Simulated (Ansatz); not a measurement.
Reaction (substitution at a C–C bond): `C[CH2][Cd][CH2]C` + `[NH]1[AlH][SiH2]1` → `C[N]1[AlH][SiH2]1` + `C[CH2][Cd][CH3]`

Computed with Ansatz on PBE0-D4/def2-TZVP structures; ΔE is electronic, products minus reactants. CCSD(T)/CBS is the MP2 limit (def2-TZVPP, def2-QZVPP) plus CCSD(T) − MP2 in def2-TZVPP, frozen cores. DFT in def2-TZVPP. HSE06 is defined as in plane-wave codes. def2 core potentials past Kr. For Cd outer-core shells are correlated without core-valence functions, which leaves a few kJ/mol of doubt a bond. Each species was taken in one conformer, which may not be the lowest.

**Question.** Is it downhill or uphill in electronic energy at CCSD(T)/CBS, and by how much? (Best estimate.)

**Answer.** The calculation gave: Uphill: ΔE = +14.1 kJ/mol.

**Question.** What do these levels give: r2SCANh-D4, HSE06-D4, PBE-QIDH, revPBE, r2SCAN, BHLYP, CAM-B3LYP, RPA@PBE/def2-TZVPP, CCSD/def2-TZVPP, HF/def2-QZVPP, MP2/def2-QZVPP, SCS-MP2/def2-QZVPP? (Estimate.)

**Answer.** The calculation gave: r2SCANh-D4 11.4, HSE06-D4 10.0, PBE-QIDH 12.3, revPBE 9.5, r2SCAN 11.3, BHLYP 11.2, CAM-B3LYP 10.2, RPA@PBE/def2-TZVPP 12.5, CCSD/def2-TZVPP 13.4, HF/def2-QZVPP 11.6, MP2/def2-QZVPP 13.7, SCS-MP2/def2-QZVPP 13.1 kJ/mol.

Largest T1 diagnostic among the species: 0.015.

At CCSD(T), def2-SVP lies −4.8 kJ/mol from the extrapolated value and def2-TZVPP −1.4 kJ/mol. Leaving LDA and LC-ωPBE aside and taking each functional with its dispersion term where it has one, the values, not all of them listed here, spread over 5.8 kJ/mol, from BLYP-D4 to PBE-QIDH.
